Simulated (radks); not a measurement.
Results of a calculation; reference values are marked as such.
Question: Dy2+, configuration [Xe] 4f10. Level of theory: Dirac Kohn-Sham, PBE, spin-unpolarised, spherical densities, finite nucleus; open shells are shared between the two j in proportion to 2j + 1; Fermi nuclear charge, rms radius 5.2218 fm (a radial shooting solver on a logarithmic mesh with Libxc functionals). Some entries of the table are withheld. Estimate them.

orbital     occ.  eigenvalue (eV)  <r^2> (bohr^2)  <r> (bohr)
1s1/2          2        -53604.68             (1)     0.02112
2s1/2          2        -8933.548        0.009461     0.08922
2p1/2          2        -8497.719             (2)     0.07438
2p3/2          4        -7697.511             (3)     0.08143
3s1/2          2        -1999.244         0.06276      0.2341
3p1/2          2        -1808.962             (4)      0.2238
3p3/2          4        -1642.775             (5)      0.2371
3d3/2          4        -1315.509         0.05170      0.2096
3d5/2          6        -1279.219         0.05364      0.2138
4s1/2          2        -406.5723          0.3172      0.5299
4p1/2          2        -331.4871          0.3327      0.5404
4p3/2          4        -294.3647          0.3711      0.5710
4d3/2          4        -170.6959          0.4234      0.6037
4d5/2          6        -163.9755          0.4387      0.6146
5s1/2          2         -62.9199           1.906       1.301
5p1/2          2         -42.7195           2.439         (6)
5p3/2          4         -37.9982           2.792         (7)
4f5/2    4.28571         -17.5507          0.9974      0.8576
4f7/2    5.71429         -16.6698           1.047      0.8757

Answer: 
(1) 1s1/2 <r^2> (bohr^2): 0.0006095
(2) 2p1/2 <r^2> (bohr^2): 0.006846
(3) 2p3/2 <r^2> (bohr^2): 0.008072
(4) 3p1/2 <r^2> (bohr^2): 0.05826
(5) 3p3/2 <r^2> (bohr^2): 0.06521
(6) 5p1/2 <r> (bohr): 1.465
(7) 5p3/2 <r> (bohr): 1.567
